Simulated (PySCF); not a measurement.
# Correlation energy of I²⁺ (iodine, charge +2)

[Kr] 4d10 5s2 5p3, high-spin 4S determinant. Calculation: PySCF 2.14, in def2-QZVPPD with the def2 core potential (28 electrons); scalar relativity through the core potential. Frozen: 4s2 4p6 4d10; 5 electrons correlated.

| level | correlation energy (mhartree) |
| --- | --- |
| CCSD | -84.24 |
| (T) | -2.55 |
| CCSD(T) | -86.79 |

Diagnostics: T1 = 0.0022, D1 = 0.0049, largest double amplitude 0.043.

Cost of the coupled-cluster step: about 10 core-seconds, for 5 correlated electrons.

Iterations:

```
CC2 = 0
CCSD nocc = (np.int64(4), np.int64(1)), nmo = (82, 82)
frozen orbitals [[0, 1, 2, 3, 4, 5, 6, 7, 8], [0, 1, 2, 3, 4, 5, 6, 7, 8]]
max_cycle = 100
direct = 0
conv_tol = 1e-08
conv_tol_normt = 1e-06
diis_space = 8
diis_start_cycle = 0
Init t2, MP2 energy = -0.0726343217427441
Init E_corr(UCCSD) = -0.0726343217428544
cycle = 1  E_corr(UCCSD) = -0.0818912974911265  dE = -0.00925697575  norm(t1,t2) = 0.0300291
cycle = 2  E_corr(UCCSD) = -0.0836208061619296  dE = -0.00172950867  norm(t1,t2) = 0.00802192
cycle = 3  E_corr(UCCSD) = -0.0842473668727792  dE = -0.000626560711  norm(t1,t2) = 0.00268571
cycle = 4  E_corr(UCCSD) = -0.0842358405333076  dE = 1.15263395e-05  norm(t1,t2) = 0.000309562
cycle = 5  E_corr(UCCSD) = -0.0842352811424042  dE = 5.59390903e-07  norm(t1,t2) = 2.97444e-05
cycle = 6  E_corr(UCCSD) = -0.0842352827071516  dE = -1.56474741e-09  norm(t1,t2) = 3.12357e-06
cycle = 7  E_corr(UCCSD) = -0.0842352901928021  dE = -7.48565043e-09  norm(t1,t2) = 6.40379e-07
UCCSD converged
E(UCCSD) = -295.743219580943  E_corr = -0.08423529019280207
UCCSD(T) correction = -0.00255349084735
```
